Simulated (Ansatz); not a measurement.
Ni2Br4. Total charge 0; singlet. Geometry PBE0-D4/def2-SVP.

Cartesian coordinates in Å:
```
Ni -1.1646 -0.7390 0.3375
Ni 1.0960 0.8571 -0.2832
Br -1.5925 -2.6323 1.3732
Br -0.9636 0.9942 -1.2327
Br 2.3999 1.2401 -2.0135
Br 0.2249 0.2798 1.8186
```

The restricted singlet is unstable towards broken spin symmetry in Hartree–Fock (as tested in another run); at PBE-D4/def2-SVP, r2SCAN-D4/def2-TZVP, r2SCANh-D4/def2-TZVP, PBE0-D4/def2-SVP and others this wasn't settled. At PBE-D4/def2-SVP an occupied level of the charge 0 singlet lies above an empty one (by up to 0.05 eV), so this SCF solution is probably not the lowest. The geometry of the singlet was relaxed on an unsound state (restricted singlet whose occupied levels cross empty ones at other levels, untested at these). At PBE0-D4/def2-TZVP a quintet of charge 0 lies 1.97 eV below the restricted singlet, each at its own geometry. Another isomer (singlet) lies 0.05 eV lower at PBE0-D4/def2-TZVP.

Task: Estimate the orbital energies around the gap (eV) in Ansatz with PBE-D4/def2-SVP, r2SCAN-D4/def2-TZVP, r2SCANh-D4/def2-TZVP, PBE0-D4/def2-SVP, PBE0-D4/def2-TZVP.

Result: 
```json
{"orbital": "HOMO−13", "PBE-D4/def2-SVP": "-8.61", "r2SCAN-D4/def2-TZVP": "-9.28", "r2SCANh-D4/def2-TZVP": "-9.76", "PBE0-D4/def2-SVP": "-10.11", "PBE0-D4/def2-TZVP": "-10.34"}
{"orbital": "HOMO−12", "PBE-D4/def2-SVP": "-8.25", "r2SCAN-D4/def2-TZVP": "-8.92", "r2SCANh-D4/def2-TZVP": "-9.54", "PBE0-D4/def2-SVP": "-10.04", "PBE0-D4/def2-TZVP": "-10.28"}
{"orbital": "HOMO−11", "PBE-D4/def2-SVP": "-7.75", "r2SCAN-D4/def2-TZVP": "-8.49", "r2SCANh-D4/def2-TZVP": "-9.29", "PBE0-D4/def2-SVP": "-9.95", "PBE0-D4/def2-TZVP": "-10.21"}
{"orbital": "HOMO−10", "PBE-D4/def2-SVP": "-7.56", "r2SCAN-D4/def2-TZVP": "-8.20", "r2SCANh-D4/def2-TZVP": "-8.86", "PBE0-D4/def2-SVP": "-9.52", "PBE0-D4/def2-TZVP": "-9.81"}
{"orbital": "HOMO−9", "PBE-D4/def2-SVP": "-7.54", "r2SCAN-D4/def2-TZVP": "-8.17", "r2SCANh-D4/def2-TZVP": "-8.83", "PBE0-D4/def2-SVP": "-9.40", "PBE0-D4/def2-TZVP": "-9.68"}
{"orbital": "HOMO−8", "PBE-D4/def2-SVP": "-7.28", "r2SCAN-D4/def2-TZVP": "-7.86", "r2SCANh-D4/def2-TZVP": "-8.32", "PBE0-D4/def2-SVP": "-8.78", "PBE0-D4/def2-TZVP": "-9.07"}
{"orbital": "HOMO−7", "PBE-D4/def2-SVP": "-6.52", "r2SCAN-D4/def2-TZVP": "-7.34", "r2SCANh-D4/def2-TZVP": "-8.04", "PBE0-D4/def2-SVP": "-8.70", "PBE0-D4/def2-TZVP": "-8.96"}
{"orbital": "HOMO−6", "PBE-D4/def2-SVP": "-6.19", "r2SCAN-D4/def2-TZVP": "-7.09", "r2SCANh-D4/def2-TZVP": "-7.88", "PBE0-D4/def2-SVP": "-8.59", "PBE0-D4/def2-TZVP": "-8.89"}
{"orbital": "HOMO−5", "PBE-D4/def2-SVP": "-6.11", "r2SCAN-D4/def2-TZVP": "-6.93", "r2SCANh-D4/def2-TZVP": "-7.87", "PBE0-D4/def2-SVP": "-8.50", "PBE0-D4/def2-TZVP": "-8.76"}
{"orbital": "HOMO−4", "PBE-D4/def2-SVP": "-6.02", "r2SCAN-D4/def2-TZVP": "-6.70", "r2SCANh-D4/def2-TZVP": "-7.58", "PBE0-D4/def2-SVP": "-8.27", "PBE0-D4/def2-TZVP": "-8.58"}
{"orbital": "HOMO−3", "PBE-D4/def2-SVP": "-5.91", "r2SCAN-D4/def2-TZVP": "-6.66", "r2SCANh-D4/def2-TZVP": "-7.52", "PBE0-D4/def2-SVP": "-8.17", "PBE0-D4/def2-TZVP": "-8.40"}
{"orbital": "HOMO−2", "PBE-D4/def2-SVP": "-5.82", "r2SCAN-D4/def2-TZVP": "-6.54", "r2SCANh-D4/def2-TZVP": "-7.41", "PBE0-D4/def2-SVP": "-8.04", "PBE0-D4/def2-TZVP": "-8.25"}
{"orbital": "HOMO−1", "PBE-D4/def2-SVP": "-5.75", "r2SCAN-D4/def2-TZVP": "-6.44", "r2SCANh-D4/def2-TZVP": "-7.20", "PBE0-D4/def2-SVP": "-7.71", "PBE0-D4/def2-TZVP": "-7.96"}
{"orbital": "HOMO", "PBE-D4/def2-SVP": "-5.63", "r2SCAN-D4/def2-TZVP": "-6.27", "r2SCANh-D4/def2-TZVP": "-7.11", "PBE0-D4/def2-SVP": "-7.70", "PBE0-D4/def2-TZVP": "-7.95"}
{"orbital": "LUMO", "PBE-D4/def2-SVP": "-5.69", "r2SCAN-D4/def2-TZVP": "-6.13", "r2SCANh-D4/def2-TZVP": "-5.77", "PBE0-D4/def2-SVP": "-4.86", "PBE0-D4/def2-TZVP": "-5.17"}
{"orbital": "LUMO+1", "PBE-D4/def2-SVP": "-5.19", "r2SCAN-D4/def2-TZVP": "-5.62", "r2SCANh-D4/def2-TZVP": "-5.21", "PBE0-D4/def2-SVP": "-4.25", "PBE0-D4/def2-TZVP": "-4.55"}
{"orbital": "LUMO+2", "PBE-D4/def2-SVP": "-1.17", "r2SCAN-D4/def2-TZVP": "-1.01", "r2SCANh-D4/def2-TZVP": "-0.76", "PBE0-D4/def2-SVP": "-0.50", "PBE0-D4/def2-TZVP": "-0.60"}
{"orbital": "LUMO+3", "PBE-D4/def2-SVP": "-0.52", "r2SCAN-D4/def2-TZVP": "-0.51", "r2SCANh-D4/def2-TZVP": "-0.22", "PBE0-D4/def2-SVP": "0.24", "PBE0-D4/def2-TZVP": "0.01"}
{"orbital": "LUMO+4", "PBE-D4/def2-SVP": "0.15", "r2SCAN-D4/def2-TZVP": "0.08", "r2SCANh-D4/def2-TZVP": "0.36", "PBE0-D4/def2-SVP": "0.92", "PBE0-D4/def2-TZVP": "0.62"}
{"orbital": "LUMO+5", "PBE-D4/def2-SVP": "1.32", "r2SCAN-D4/def2-TZVP": "1.28", "r2SCANh-D4/def2-TZVP": "1.56", "PBE0-D4/def2-SVP": "2.05", "PBE0-D4/def2-TZVP": "1.79"}
```
